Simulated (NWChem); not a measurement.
System: C3H7B; SMILES C(CB)=C

NWChem printed, in part:

```
             Northwest Computational Chemistry Package (NWChem) 7.3.0
             --------------------------------------------------------

 C1  symmetry detected

                             Geometry "geometry" -> ""
                             -------------------------

 Output coordinates in angstroms (scale by  1.889725989 to convert to a.u.)

  No.       Tag          Charge          X              Y              Z
 ---- ---------------- ---------- -------------- -------------- --------------
    1 B                    5.0000     0.21054637     1.95124529     0.27231640
    2 C                    6.0000    -0.43851721     0.62846034    -0.22712937
    3 C                    6.0000     0.36335383    -0.63672662    -0.21863256
    4 C                    6.0000    -0.06835019    -1.82654111     0.23525382
    5 H                    1.0000    -0.53075125     1.00475289    -1.29435698
    6 H                    1.0000    -1.48963209     0.47612059     0.09451691
    7 H                    1.0000     1.40114994    -0.55009105    -0.59046983
    8 H                    1.0000    -1.09297868    -1.95859528     0.62217592
    9 H                    1.0000     0.58763250    -2.71045283     0.24299348
   10 H                    1.0000    -0.48975854     2.91142609     0.53845169
   11 H                    1.0000     1.42268764     2.07945746     0.28815544

 Effective nuclear repulsion energy (a.u.)     100.8078981960

  pbe96 is a nonlocal functional; adding pw91lda local functional.

                                 NWChem DFT Module
                                 -----------------

 Summary of "ao basis" -> "ao basis" (spherical)
 ------------------------------------------------------------------------------
       Tag                 Description            Shells   Functions and Types
 ---------------- ------------------------------  ------  ---------------------
 B                          6-31+g*                  8       18   4s3p1d
 C                          6-31+g*                  8       18   4s3p1d
 H                          6-31+g*                  2        2   2s

            General Information
            -------------------
          SCF calculation type: DFT
          Wavefunction type:  closed shell.
          No. of atoms     :    11
          No. of electrons :    30
           Alpha electrons :    15
            Beta electrons :    15
          Charge           :     0
          Spin multiplicity:     1
          Use of symmetry is: off; symmetry adaption is: off
          Maximum number of iterations: 150
          AO basis - number of functions:    86
                     number of shells:    46
          Convergence on energy requested:  1.00D-06
          Convergence on density requested:  1.00D-05
          Convergence on gradient requested:  5.00D-04

              XC Information
              --------------
          PerdewBurkeErnzerhof Exchange Functional  1.000
            Perdew 1991 LDA Correlation Functional  1.000 local
           PerdewBurkeErnz. Correlation Functional  1.000 non-local

             Grid Information
             ----------------
          Grid used for XC integration:  medium
          Radial quadrature: Mura-Knowles
          Angular quadrature: Lebedev.
          Tag              B.-S. Rad. Rad. Pts. Rad. Cut. Ang. Pts.
          ---              ---------- --------- --------- ---------
          B                   0.85       49          14.0       434
          C                   0.70       49          14.0       434
          H                   0.35       45          14.0       434
          Grid pruning is: on
          Number of quadrature shells:   511
          Spatial weights used:  Erf1

      Superposition of Atomic Density Guess
      -------------------------------------

 Sum of atomic energies:        -141.00800084

      Non-variational initial energy
      ------------------------------

 Total energy =    -143.316328
 1-e energy   =    -386.196632
 2-e energy   =     142.072406
 HOMO         =      -0.293653
 LUMO         =      -0.020716

   convergence    iter        energy       DeltaE   RMS-Dens  Diis-err
 ---------------- ----- ----------------- --------- --------- ---------
 d= 0,ls=0.0,diis     1   -143.0693367956 -2.44D+02  1.21D-02  3.42D-01
 d= 0,ls=0.0,diis     2   -143.0983909164 -2.91D-02  6.06D-03  7.19D-02
 d= 0,ls=0.0,diis     3   -143.0928970304  5.49D-03  3.45D-03  1.14D-01
 d= 0,ls=0.0,diis     4   -143.1082286699 -1.53D-02  9.71D-04  1.03D-02
 d= 0,ls=0.0,diis     5   -143.1096163135 -1.39D-03  2.38D-04  3.46D-04
  Resetting Diis
 d= 0,ls=0.0,diis     6   -143.1096655358 -4.92D-05  6.23D-05  1.65D-05
 d= 0,ls=0.0,diis     7   -143.1096680401 -2.50D-06  2.62D-05  4.56D-07
 d= 0,ls=0.0,diis     8   -143.1096679698  7.03D-08  1.50D-05  8.80D-07
 d= 0,ls=0.0,diis     9   -143.1096680964 -1.27D-07  3.33D-06  1.45D-07

         Total DFT energy =     -143.109668096434
      One electron energy =     -390.058378736075
           Coulomb energy =      168.765990206859
    Exchange-Corr. energy =      -22.625177763264
 Nuclear repulsion energy =      100.807898196046

 Numeric. integr. density =       30.000005490082

                       DFT Final Molecular Orbital Analysis
                       ------------------------------------

 Vector   13  Occ=2.000000D+00  E=-3.052629D-01
              MO Center=  7.1D-02,  5.7D-01,  6.5D-02, r^2= 3.7D+00
   Bfn.  Coefficient  Atom+Function         Bfn.  Coefficient  Atom+Function
  ----- ------------  ---------------      ----- ------------  ---------------
    22      0.318212   2 C  py                4     -0.262635   1 B  py
     3     -0.171973   1 B  px               58      0.157112   4 C  py
    26      0.154316   2 C  py               41      0.144438   3 C  pz
    39      0.140768   3 C  px               23      0.134724   2 C  pz
    85     -0.135341  11 H  s                86     -0.134196  11 H  s

 Vector   14  Occ=2.000000D+00  E=-2.846467D-01
              MO Center=  2.2D-01,  1.5D+00,  2.2D-01, r^2= 3.4D+00
   Bfn.  Coefficient  Atom+Function         Bfn.  Coefficient  Atom+Function
  ----- ------------  ---------------      ----- ------------  ---------------
     3      0.317170   1 B  px               46     -0.264405   3 C  s
    86      0.231780  11 H  s                85      0.218646  11 H  s
    84     -0.211087  10 H  s                83     -0.205553  10 H  s
    21     -0.194119   2 C  px               64      0.172967   4 C  s
    39      0.135657   3 C  px               75      0.133726   6 H  s

[...]

                                NWChem TDDFT Module
                                -------------------

            General Information
            -------------------
           No. of orbitals :     172
            Alpha orbitals :      86
             Beta orbitals :      86
        Alpha frozen cores :       0
         Beta frozen cores :       0
     Alpha frozen virtuals :       0
      Beta frozen virtuals :       0
         Spin multiplicity :       1
    Number of AO functions :      86
        Use of symmetry is : off
      Symmetry adaption is : off
         Schwarz screening :  0.10D-07

              XC Information
              --------------
   PerdewBurkeErnzerhof Exchange Functional   1.00
     Perdew 1991 LDA Correlation Functional   1.00 local
    PerdewBurkeErnz. Correlation Functional   1.00 non-local

             TDDFT Information
             -----------------
          Calculation type : TDDFT
         Wavefunction type : Restricted singlets
          No. of electrons :      30
           Alpha electrons :      15
            Beta electrons :      15
              No. of roots :       8
          Max subspacesize :    5600
            Max iterations :     100
               Target root :       1
           Target symmetry : none
      Symmetry restriction : off
                 Algorithm : Optimal
        Davidson threshold :  0.10D-03

    8 smallest eigenvalue differences (eV)
--------------------------------------------------------
  No. Spin  Occ  Vir  Irrep   E(Occ)    E(Vir)   E(Diff)
--------------------------------------------------------
    1    1   15   16 a        -0.223    -0.082     3.829
    2    1   15   17 a        -0.223    -0.028     5.299
    3    1   14   16 a        -0.285    -0.082     5.512
    4    1   15   18 a        -0.223    -0.006     5.891
    5    1   13   16 a        -0.305    -0.082     6.073
    6    1   12   16 a        -0.318    -0.082     6.420
    7    1   15   19 a        -0.223     0.014     6.441
    8    1   15   20 a        -0.223     0.019     6.588
--------------------------------------------------------

  Entering Davidson iterations
  Restricted singlet excited states

  Iter   NTrls   NConv    DeltaV     DeltaE      Time
  ----  ------  ------  ---------  ---------  ---------
    1      8       0     0.39E+00   0.10+100        3.4
    2     16       0     0.15E+00   0.48E-01        3.4
    3     32       0     0.32E-01   0.13E-01        6.0
    4     48       0     0.10E-01   0.64E-03        6.0
    5     64       0     0.48E-02   0.55E-04        6.1
    6     80       1     0.24E-02   0.12E-04        5.9
    7     94       3     0.10E-02   0.30E-05        5.3
    8    104       6     0.45E-03   0.50E-06        4.1
    9    108       7     0.20E-03   0.78E-07        2.3
   10    110       8     0.81E-04   0.12E-07        1.5
  ----  ------  ------  ---------  ---------  ---------
  Convergence criterion met

  Ground state a        -143.109668096434 a.u.

  ----------------------------------------------------------------------------
  Root   1 singlet a              0.143769330 a.u.                3.9122 eV
  ----------------------------------------------------------------------------
     Transition Moments    X -0.03053   Y -0.32062   Z  0.01653
     Dipole Oscillator Strength                    0.0099679638
     Electric Quadrupole                           0.0000000115
     Magnetic Dipole                               0.0000000412
     Total Oscillator Strength                     0.0099680164

     Occ.   15  a   ---  Virt.   16  a   -0.99743 X
  ----------------------------------------------------------------------------
  Root   2 singlet a              0.207908969 a.u.                5.6575 eV
  ----------------------------------------------------------------------------
     Transition Moments    X  0.03458   Y -0.10223   Z  0.00116
     Dipole Oscillator Strength                    0.0016144799
     Electric Quadrupole                           0.0000000615
     Magnetic Dipole                               0.0000021532
     Total Oscillator Strength                     0.0016166946

     Occ.   12  a   ---  Virt.   16  a    0.06424 X
     Occ.   14  a   ---  Virt.   16  a   -0.99621 X
  ----------------------------------------------------------------------------
  Root   3 singlet a              0.214462974 a.u.                5.8358 eV
  ----------------------------------------------------------------------------
     Transition Moments    X  0.02720   Y  0.48976   Z  0.04142
     Dipole Oscillator Strength                    0.0346462547
     Electric Quadrupole                           0.0000002419
     Magnetic Dipole                               0.0000006771
     Total Oscillator Strength                     0.0346471737

     Occ.   15  a   ---  Virt.   17  a   -0.40873 X
     Occ.   15  a   ---  Virt.   18  a   -0.90857 X
  ----------------------------------------------------------------------------
  Root   4 singlet a              0.226434817 a.u.                6.1616 eV
  ----------------------------------------------------------------------------
     Transition Moments    X  0.02936   Y  0.11271   Z -0.18160
     Dipole Oscillator Strength                    0.0070261876
     Electric Quadrupole                           0.0000000880
     Magnetic Dipole                               0.0000026711
     Total Oscillator Strength                     0.0070289467

     Occ.   13  a   ---  Virt.   16  a   -0.97818 X
     Occ.   15  a   ---  Virt.   17  a   -0.13559 X
     Occ.   15  a   ---  Virt.   18  a    0.11097 X
  ----------------------------------------------------------------------------
  Root   5 singlet a              0.235499514 a.u.                6.4083 eV
  ----------------------------------------------------------------------------
     Transition Moments    X  0.15191   Y -0.44094   Z  0.32485
     Dipole Oscillator Strength                    0.0507152521
     Electric Quadrupole                           0.0000001631
     Magnetic Dipole                               0.0000004224
     Total Oscillator Strength                     0.0507158376

     Occ.   12  a   ---  Virt.   16  a   -0.06742 X
     Occ.   13  a   ---  Virt.   16  a   -0.09050 X
     Occ.   13  a   ---  Virt.   17  a   -0.06542 X
     Occ.   15  a   ---  Virt.   17  a    0.30904 X
     Occ.   15  a   ---  Virt.   18  a   -0.17264 X
     Occ.   15  a   ---  Virt.   19  a   -0.90911 X
     Occ.   15  a   ---  Virt.   20  a   -0.14094 X
     Occ.   15  a   ---  Virt.   25  a   -0.06487 X
  ----------------------------------------------------------------------------
  Root   6 singlet a              0.238109855 a.u.                6.4793 eV
  ----------------------------------------------------------------------------
     Transition Moments    X  0.02952   Y -0.07985   Z  0.09317
     Dipole Oscillator Strength                    0.0025282910
     Electric Quadrupole                           0.0000000396
     Magnetic Dipole                               0.0000009822
     Total Oscillator Strength                     0.0025293129

     Occ.   12  a   ---  Virt.   16  a    0.99316 X
     Occ.   14  a   ---  Virt.   16  a    0.06166 X
     Occ.   15  a   ---  Virt.   19  a   -0.06901 X
  ----------------------------------------------------------------------------
  Root   7 singlet a              0.240852940 a.u.                6.5539 eV
  ----------------------------------------------------------------------------
     Transition Moments    X  0.06874   Y  0.72493   Z -0.38838
     Dipole Oscillator Strength                    0.1093623348
     Electric Quadrupole                           0.0000001661
     Magnetic Dipole                               0.0000004904
     Total Oscillator Strength                     0.1093629913

     Occ.   13  a   ---  Virt.   16  a    0.11540 X
     Occ.   13  a   ---  Virt.   17  a    0.10728 X
     Occ.   15  a   ---  Virt.   17  a   -0.39664 X
     Occ.   15  a   ---  Virt.   18  a    0.19265 X
     Occ.   15  a   ---  Virt.   19  a   -0.33454 X
     Occ.   15  a   ---  Virt.   20  a    0.79744 X
     Occ.   15  a   ---  Virt.   22  a    0.07287 X
     Occ.   15  a   ---  Virt.   25  a    0.10945 X
  ----------------------------------------------------------------------------
  Root   8 singlet a              0.246628625 a.u.                6.7111 eV
  ----------------------------------------------------------------------------
     Transition Moments    X -0.18580   Y -0.91807   Z  0.11921
     Dipole Oscillator Strength                    0.1465940875
     Electric Quadrupole                           0.0000004126
     Magnetic Dipole                               0.0000004489
     Total Oscillator Strength                     0.1465949489

[...]
```

Level: PBE/6-31+G* (spherical d), full TDDFT. Structure relaxed at the PBE-D3(BJ)/def2-SVP level.

Reconstruct the input file.

Several could match; the one computed here: the input that was run:
```
start job
memory heap 200 mb stack 900 mb global 1100 mb
geometry units angstroms noautoz
  B      0.298751     1.932849     0.222383
  C     -0.471497     0.617900    -0.090853
  C      0.290770    -0.658212    -0.275933
  C     -0.028635    -1.840808     0.278582
  H     -0.823247     0.992746    -1.103197
  H     -1.410426     0.480896     0.484602
  H      1.203400    -0.586848    -0.896258
  H     -0.925319    -1.957730     0.910482
  H      0.597071    -2.733670     0.127048
  H     -0.300306     2.903273     0.649712
  H      1.477768     2.044353    -0.066514
end
basis spherical
  * library 6-31+g*
end
dft
  xc xpbe96 cpbe96
  iterations 150
end
tddft
  nroots 8
  notriplet
end
task tddft energy
```
